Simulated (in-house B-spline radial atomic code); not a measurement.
How numerical settings move a run on neutral manganese, [Ar] 3d5 4s2. Computed with a B-spline radial code for spherical atoms: non-relativistic r2SCAN0, spin-polarised, spherical fractional occupations, point nucleus.

Command:
```bash
python run_scf.py task.json out
```
Settings of the sound reference run:
```
Z                25
electrons        25
configuration    [Ar] 3d5 4s2
hamiltonian      nr
method           r2scan0
spin_polarised   True
knot_spacing     0.22
spline_order     8
gauss_points     12
box_radius       50
max_iterations   70
damping          0.5
damped_steps     3
diis_vectors     10
tolerance        1e-08
start            Thomas-Fermi
```

Cost of the run: 0.53 s on 1 thread of Arm Neoverse N1, with other jobs on the host.

It converges in 11 iterations to -1150.961989 hartree, with 4s down at -5.12797 eV. The other runs change the listed settings, some to values that make no sense; their results aren't properties of the atom or ion. Radii are in bohr (the nuclear one in fm), a minus after a letter asks for a j subshell, and «unchanged» means within 1e-8 hartree. The run stops when the residual is below 10 × tolerance × max(1, Z/10), or a noise floor if that is larger, and the energy moves by less than 1e-8 × √|E| hartree; so very loose and very tight tolerances often act alike.

```tsv
changed settings	outcome
max_iterations = 8, diis_vectors = 2, tolerance = 0.01	converged in 7 iterations, energy +1.10e-07 hartree from the reference, 4s down level -9.4e-04 eV
electrons = 26, configuration = [Ar] 3d5 4s2 2f1, max_iterations = 60	stopped with error: there is no 2f shell
electrons = 26, configuration = [Ar] 3d5 4s3, max_iterations = 100	stopped with error: shell 4s holds at most 1 electrons (per spin)
box_radius = 10	converged in 11 iterations, energy +4.94e-04 hartree from the reference, 4s down level +2.9e-02 eV (the program warns: 4s down reaches the box edge; 3d up reaches the box edge)
max_iterations = 5	not converged after 5 iterations, last residual 2.8e-04, last energy +1.68e-06 hartree from the reference
max_iterations = 2	not converged after 2 iterations, last residual 3.5e-03, last energy +3.79e-04 hartree from the reference
knot_spacing = 0.4, first_knot = 0.004, max_iterations = 50	converged in 11 iterations, energy +2.79e-04 hartree from the reference, 4s down level +2.5e-03 eV
knot_spacing = 1, box_radius = 2, max_iterations = 60, damped_steps = 1, start = bare nucleus	converged in 7 iterations, energy +9.04e+00 hartree from the reference, 4s down level +1.1e+02 eV (the program warns: 4s down has a positive eigenvalue: unbound, held by the box; 3d up has a positive eigenvalue: unbound, held by the box)
box_radius = 3	converged in 9 iterations, energy +1.56e+00 hartree from the reference, 4s down level +2.4e+01 eV (the program warns: 4s down has a positive eigenvalue: unbound, held by the box; 3d up has a positive eigenvalue: unbound, held by the box)
box_radius = 200, first_knot = 0.004, max_iterations = 50	converged in 11 iterations, energy -5.83e-06 hartree from the reference, 4s down level -6.5e-04 eV
gauss_points = 3	converged in 10 iterations, energy -2.57e+05 hartree from the reference, 4s down level -5.9e+01 eV
box_radius = 2	converged in 8 iterations, energy +8.94e+00 hartree from the reference, 4s down level +1.1e+02 eV (the program warns: 4s down has a positive eigenvalue: unbound, held by the box; 3d up has a positive eigenvalue: unbound, held by the box)
gauss_points = 8	converged in 11 iterations, energy +2.53e-07 hartree from the reference, 4s down level -5.3e-05 eV
box_radius = 5	converged in 10 iterations, energy +1.26e-01 hartree from the reference, 4s down level +3.0e+00 eV (the program warns: 4s down reaches the box edge; 3p up reaches the box edge)
max_iterations = 12	converged in 11 iterations, energy unchanged
max_iterations = 3	not converged after 3 iterations, last residual 1.7e-03, last energy +4.18e-05 hartree from the reference
```

Question: What happens with box_radius = 25?

Answer: Converged in 11 iterations, energy -1.17e-07 hartree from the reference, 4s down level +1.2e-06 eV.

Question: What happens with gauss_points = 6?

Answer: Converged in 11 iterations, energy -3.38e-07 hartree from the reference, 4s down level +2.1e-05 eV.

Question: What happens with box_radius = 7.5?

Answer: Converged in 10 iterations, energy +8.09e-03 hartree from the reference, 4s down level +3.2e-01 eV (the program warns: 4s down reaches the box edge; 3d up reaches the box edge).

Question: What happens with box_radius = 15?

Answer: Converged in 11 iterations, energy +1.65e-07 hartree from the reference, 4s down level +1.6e-04 eV (the program warns: 4s down reaches the box edge; 4s up reaches the box edge).
